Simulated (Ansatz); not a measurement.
Sn(vinyl)3(OEt) (C8H14OSn). Total charge 0; triplet. Geometry r2SCAN-D4/def2-SVP, that of the neutral singlet; atoms count from 1.

Cartesian coordinates in Å:
```
Sn 0.116 0.291 0.361
C 2.002 -0.308 1.156
C 2.462 0.084 2.352
H 2.609 -0.984 0.539
H 1.897 0.757 3.010
H 3.436 -0.248 2.736
C 0.152 2.280 -0.442
C 1.289 2.988 -0.494
H -0.778 2.734 -0.812
H 2.246 2.585 -0.136
H 1.319 4.009 -0.899
C -1.472 -0.011 1.772
C -1.298 -0.780 2.856
H -2.443 0.478 1.614
H -0.348 -1.288 3.064
H -2.100 -0.942 3.589
O -0.099 -0.994 -1.167
C -1.226 -0.921 -2.008
C -1.099 -1.978 -3.088
H -2.170 -1.084 -1.442
H -1.317 0.082 -2.484
H -1.963 -1.958 -3.772
H -0.181 -1.813 -3.673
H -1.034 -2.978 -2.631
```

In the def2 sets Sn takes a core potential; there is no spin–orbit coupling. Single mean-field runs in def2-TZVP are fitted with def2-universal-jkfit. At PBE0-D4/def2-TZVP a singlet of charge 0 lies 4.09 eV below the triplet at the same geometry.

(1) Estimate the Mulliken populations from the PBE0/def2-TZVP orbitals of Ansatz.

(2) Where does the spin sit?

(3) And the Mayer bond orders between bonded heavy atoms (over 0.3)?

Results:

(1) 
```tsv
atom	charge (e)	spin (α − β)
Sn1	1.15	0.03
C2	-0.44	0.00
C3	-0.24	0.00
H4	0.14	0.00
H5	0.14	0.00
H6	0.13	0.00
C7	-0.39	-0.01
C8	-0.25	0.02
H9	0.12	0.00
H10	0.14	0.00
H11	0.13	0.00
C12	-0.36	1.00
C13	-0.30	1.10
H14	0.14	-0.05
H15	0.16	-0.05
H16	0.14	-0.05
O17	-0.54	0.03
C18	-0.03	0.00
C19	-0.34	0.00
H20	0.08	0.01
H21	0.08	0.00
H22	0.10	0.00
H23	0.12	0.00
H24	0.12	0.00
```
Mulliken values and Mayer orders depend strongly on the basis.

(2) Summed by element: Sn 0.03, C 2.10, H -0.15, O 0.03, of 2 unpaired in all. Largest on single atoms: C13 1.10, C12 1.00, H15 -0.05.

(3) Sn1–C2 0.86 (2.13 Å); Sn1–C7 0.84 (2.15 Å); Sn1–C12 0.91 (2.15 Å); Sn1–O17 0.81 (2.01 Å); C2–C3 1.92 (1.34 Å); C7–C8 1.97 (1.34 Å); C12–C13 0.96 (1.34 Å); O17–C18 1.02 (1.41 Å); C18–C19 1.02 (1.52 Å).
